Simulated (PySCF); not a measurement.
## Cl³⁺ (chlorine, charge +3) across methods

[Ne] 3s2 3p2, high-spin 3P determinant. Calculation: PySCF 2.14, in def2-TZVPPD (6s6p4d1f, 51 functions); the non-relativistic Hamiltonian (point nucleus). The B2PLYP total includes its PT2 part (frozen core); its orbital energies are those of the SCF part.

```csv
method,E (hartree),mean ε 3s α (eV),mean ε 3s β (eV),mean ε 3p α (eV),Σ⟨r²⟩ (bohr²),⟨S²⟩
UHF,-456.78314,-69.309,-61.670,-53.016,11.60,2.010
B2PLYP,-457.2264,-64.864,-59.793,-49.875,11.55,2.005
r2SCAN,-457.3005,-60.721,-56.936,-46.902,11.52,2.006
PBEsol,-456.4661,-59.686,-56.721,-46.173,11.51,2.002
LDA,-455.8266,-59.682,-57.005,-46.166,11.52,2.001
M06,-457.3273,-62.063,-58.399,-47.646,11.44,2.002
PBE0,-457.1879,-62.385,-58.414,-48.164,11.51,2.004
MN15,-457.2318,-62.302,-58.827,-49.004,11.46,2.002
```

Estimate the same row for PBE.

E (hartree) = -457.1511; mean ε 3s α (eV) = -59.781; mean ε 3s β (eV) = -56.816; mean ε 3p α (eV) = -46.282; Σ⟨r²⟩ (bohr²) = 11.51; ⟨S²⟩ = 2.003.
